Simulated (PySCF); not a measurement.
Compound: C₄H₉ClO₂S.
SMILES: `CC(C)(C)S(=O)(=O)Cl`

Torsions of this conformer, `[CH3:1][C:2]([CH3:3])([CH3:4])[S:5](=[O:6])(=[O:7])[Cl:8]`: C1–C2–S5–O6 175°.

The closed-shell ground state was solved at several levels (PySCF, density fitting, gas phase, non-relativistic). Isolated species at its PBE0-D3(BJ)/def2-SVP geometry, gas phase.

| level | basis functions | total energy (Eh) | HOMO (eV) | LUMO (eV) | gap (eV) | dipole (D) |
| --- | --- | --- | --- | --- | --- | --- |
| PBE0/pcSseg-0 | 98 | -1164.1515 | -9.05 | -2.43 | 6.62 | 5.34 |
| PBE0/def2-TZVP | 314 | -1166.1966 | -8.95 | -1.70 | 7.25 | 4.43 |
| PBE0/def2-SVP | 165 | -1165.5011 | -8.79 | -1.60 | 7.19 | 4.42 |
| PBE0/cc-pVDZ | 165 | -1166.0138 | -8.73 | -1.62 | 7.11 | 4.46 |

Problem. What might PBE0/aug-cc-pVDZ (273 basis functions) give for the same quantities?

Solution. Total energy -1166.0519 Eh, HOMO -8.93 eV, LUMO -1.91 eV, gap 7.02 eV, dipole 4.58 D.

Problem. Over all these levels, which gives the widest orbital gap and which the narrowest?

Solution. PBE0/def2-TZVP has the widest, 7.25 eV, and PBE0/pcSseg-0 the narrowest, 6.62 eV. From the narrowest to the widest the HOMO moves by +0.10 eV and the LUMO by +0.73 eV.

Problem. How much does the basis alone move the frontier levels among the 5 PBE0 rows (the withheld one included)?

Solution. The HOMO by 0.32 eV and the LUMO by 0.83 eV. By rising basis size (HOMO, LUMO in eV): pcSseg-0 -9.05, -2.43; def2-SVP -8.79, -1.60; cc-pVDZ -8.73, -1.62; aug-cc-pVDZ -8.93, -1.91; def2-TZVP -8.95, -1.70.

Problem. How far do the dipole and the HOMO energy spread over the levels?

Solution. The dipole runs from 4.42 to 5.34 D (mean 4.65 D) and the HOMO from -9.05 to -8.73 eV.
